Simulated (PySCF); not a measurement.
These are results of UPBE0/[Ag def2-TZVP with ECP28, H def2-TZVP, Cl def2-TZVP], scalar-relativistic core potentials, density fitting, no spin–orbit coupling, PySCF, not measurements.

```xyz
3
charge 0 multiplicity 2, angstrom
Ag    0.0070   -0.1680   -0.5178
H    -0.0301    0.7239   -1.8665
Cl   -0.0225    0.5421    1.6593
```

AgHCl (doublet), along the line from Ag1 (at 0) through H2 (at 1.617 Å). Core electrons replaced by a potential are absent, the electrostatic potential uses the reduced nuclear charge, and values within about 0.7 Å of such atoms have no physical meaning.

**Question.** Tabulate the fields along this line at 0.81, 0.97, 1.13, 1.29, 1.46, 1.70, 1.86, 2.02, 2.18, 2.35, 2.51 Å.

**Answer.** 
```
distance (Å)  electron density (e/Å³)  spin density (e/Å³)  electron localisation function  electrostatic potential (V)
        0.81                     1.78             -0.00741                           0.382                         27.5
        0.97                    0.973              -0.0106                           0.329                         16.4
        1.13                    0.844               0.0752                           0.645                         14.6
        1.29                     1.03                0.226                           0.956                         23.2
        1.46                     1.49                0.476                           0.998                         63.5
        1.70                     1.72                 0.68                               1                          151
        1.86                    0.857                0.372                               1                           35
        2.02                    0.425                0.202                           0.999                         14.2
        2.18                    0.218                0.111                           0.998                         6.85
        2.35                    0.114               0.0601                           0.998                         3.64
        2.51                   0.0609               0.0329                           0.998                         2.11
```

On a grid of 0.08 Å the density has a local minimum along the bond near 1.13 Å from Ag, at 0.84 e/Å³, where the ELF is 0.65.

With open d or f shells other occupations or spin states may lie lower.
